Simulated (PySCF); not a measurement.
MoSeCl4 (singlet state).
Structure used (PBE0-D3(BJ)/def2-SVP), in Å, numbered top down from 1:
```
atom  x, y, z in Å
Mo1    0.011   -0.015    0.002
Se2   -0.013   -0.018    2.196
Cl3    2.234   -0.019   -0.543
Cl4    0.018    2.202   -0.566
Cl5   -2.201   -0.013   -0.590
Cl6    0.014   -2.232   -0.568
```

Theory: PySCF, TDDFT PBE0/def2-SVPD, vertical, gas phase, core orbitals frozen in the response, def2 core potentials past Kr. Spin–orbit coupling is left out.

Kohn–Sham orbitals with the atoms that hold most of them (Löwdin shares over 4%, at most four atoms):

```csv
orbital,ε (eV),atoms
HOMO-3,-9.44,"Cl4 25%, Cl3 25%, Cl5 24%, Cl6 24%"
HOMO-2,-8.69,"Se2 43%, Cl4 21%, Cl6 20%, Mo1 6%"
HOMO-1,-8.69,"Se2 43%, Cl5 21%, Cl3 20%, Mo1 6%"
HOMO,-8.69,"Cl6 26%, Cl5 26%, Cl3 24%, Cl4 23%"
LUMO,-5.26,"Mo1 66%, Cl4 8%, Cl3 8%, Cl5 8%"
LUMO+1,-4.50,"Mo1 50%, Se2 34%, Cl5 8%, Cl3 8%"
LUMO+2,-4.50,"Mo1 50%, Se2 34%, Cl6 8%, Cl4 8%"
```

Within 0.005 eV of a neighbour in this list lie HOMO-2/HOMO-1 and LUMO+1/LUMO+2 (point group found: C4v); within a degenerate set the shares of single atoms can hang on how the components are chosen.

(1) How does S1 compare with the orbital gap of 3.42 eV?

Answers

(1) S1 is at 2.01 eV (f = 0.0010), 1.41 eV below the gap, made of HOMO-1→LUMO (94%). S1/S2 lie within about 0.01 eV of each other. 

For S1 the Löwdin share of molybdenum is 6% in HOMO-1 and 66% in LUMO (ligand-to-metal charge transfer by this measure).

Next come S2 at 2.01 eV (f 0.0010), HOMO-2→LUMO (94%); S3 at 2.35 eV (f 0.0000), HOMO→LUMO (86%); S4 at 2.60 eV (f 0.0000), HOMO-2→LUMO+1/LUMO+2 (≥47%), HOMO-1→LUMO+1/LUMO+2 (≥47%); S5 at 2.72 eV (f 0.0000), HOMO-3→LUMO (100%).

Orbitals of the list HOMO-3 to LUMO+2 that lie within 0.01 eV of each other are written together with a slash and their weights summed (≥ marks a lower bound); for degenerate orbitals outside that list single weights are arbitrary.
